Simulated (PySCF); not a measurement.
NMR data sheet: C5H7Cl3OSi

| Property | Result |
| --- | --- |
| Formula | C5H7Cl3OSi |
| SMILES | O=C[C@@]1([SiH3])C[C@H]1C(Cl)(Cl)Cl |
| Point group of the computed structure | C1 |
| Degrees of unsaturation | 2 |
| Carbon signals | 5 |
| Proton signals | 5 |

Molfile (atoms numbered from 1):
```
C5H7Cl3OSi
     RDKit          3D

 17 17  0  0  0  0  0  0  0  0999 V2000
   -0.3677    0.0475   -2.4852 O   0  0  0  0  0  0  0  0  0  0  0  0
   -0.4222   -0.6574   -1.5119 C   0  0  0  0  0  0  0  0  0  0  0  0
   -0.5525   -0.1349   -0.1352 C   0  0  1  0  0  0  0  0  0  0  0  0
   -1.9361    1.1775   -0.0613 Si  0  0  0  0  0  4  0  0  0  0  0  0
   -0.2076   -1.0108    1.0300 C   0  0  0  0  0  0  0  0  0  0  0  0
    0.6761    0.1507    0.6989 C   0  0  1  0  0  0  0  0  0  0  0  0
    2.0607   -0.0277    0.1581 C   0  0  0  0  0  0  0  0  0  0  0  0
    2.2357   -1.4537   -0.8757 Cl  0  0  0  0  0  0  0  0  0  0  0  0
    3.2059   -0.1908    1.5212 Cl  0  0  0  0  0  0  0  0  0  0  0  0
    2.5280    1.4096   -0.7934 Cl  0  0  0  0  0  0  0  0  0  0  0  0
   -0.4767   -1.7597   -1.6082 H   0  0  0  0  0  0  0  0  0  0  0  0
   -1.5667    2.2990   -0.9118 H   0  0  0  0  0  0  0  0  0  0  0  0
   -2.0167    1.5764    1.3463 H   0  0  0  0  0  0  0  0  0  0  0  0
   -3.1703    0.5220   -0.4888 H   0  0  0  0  0  0  0  0  0  0  0  0
   -0.7972   -0.9468    1.9321 H   0  0  0  0  0  0  0  0  0  0  0  0
    0.1665   -2.0030    0.8202 H   0  0  0  0  0  0  0  0  0  0  0  0
    0.6338    1.0140    1.3546 H   0  0  0  0  0  0  0  0  0  0  0  0
  1  2  2  0
  2  3  1  0
  3  4  1  1
  3  5  1  0
  5  6  1  0
  6  7  1  0
  7  8  1  0
  7  9  1  0
  7 10  1  0
  6  3  1  0
  2 11  1  0
  4 12  1  0
  4 13  1  0
  4 14  1  0
  5 15  1  0
  5 16  1  0
  6 17  1  1
M  END
```

PySCF 2.14.0 with density-fitted response routines calculation with shielding tensors at PBE0/pcSseg-1 (GIAO) and geometry from GFN2-xTB; a single conformation, in vacuum, rapidly exchanging positions averaged, non-relativistic Hamiltonian.

Shifts are taken against calculated references (same method and geometry level): 1H (σref 31.72), 13C (σref 186.93), 29Si (σref 349.16) against TMS; 17O (σref 336.08) against H2O.

| carbon | δC, type | δH (multiplicity) | HMBC from (2–3 bonds) | span of the C tensor (ppm) |
| --- | --- | --- | --- | --- |
| C2 | 205.7, CH | 10.14 (s) | H12/H13/H14, H17, H16, H15 | 202 |
| C3 | 28.7, C | – | H11, H12/H13/H14, H17, H16, H15 | 77 |
| C5 | 17.9, CH2 | H15 1.23 (m); H16 1.95 (m) | H11, H12/H13/H14, H17 | 47 |
| C6 | 50.7, CH | 2.31 (m) | H11, H12/H13/H14, H16, H15 | 93 |
| C7 | 124.0, C | – | H17, H16, H15 | 13 |

Other nuclei:
```
      atoms  nucleus                        environment  δ (ppm)  σ (ppm)
H12/H13/H14       1H  hydrogen on a silicon bonded to C     3.97    27.75
        Si4     29Si           silicon bonded to C, 3 H    -55.5    404.7
         O1      17O                    aldehyde oxygen    704.0   -367.9
```

- Carbon types of the structure: 2 × C, 2 × CH, 1 × CH2, leaving 3 H on heteroatoms.
- δC 205.7: aldehyde carbonyl carbon; low-lying n→π* states of the double bond to the heteroatom give a large paramagnetic term (-263 ppm).
- δC 124.0: fully substituted sp3 carbon bonded to 3 Cl; 3 electronegative neighbours deshield it.
- δC 50.7, 28.7, 17.9: three-membered-ring carbon.
- δH 10.14: hydrogen on an aldehyde carbonyl carbon; the formyl region, downfield of aromatic protons.
- δH 2.31, 1.95, 1.23: hydrogen on a three-membered-ring carbon.

Carbons that carry Cl, above all several Cl atoms, come out too deshielded, partly because spin–orbit coupling is missing. Shifts are as computed. Against solution values, carbons near 30 ppm lie about +3 ppm off and those near 130 ppm about +5 ppm; carbons on Cl a further +6 ppm. Of 1309 compounds with measured shifts, 239 miss one by over three times the rms of a fit or turn the order of signals round; such compounds aren't used in these exercises. Unscaled 17O shifts of doubly bonded oxygen tend to come out too high, by tens of ppm or more. Experimental scales use liquid or dissolved standards, which lie at an offset from isolated H2O (liquid H2O: subtract about 36 ppm). Multiplicities follow the n + 1 count of equivalent neighbours, as no J values were calculated; m marks all less simple cases, F and P coupling included.
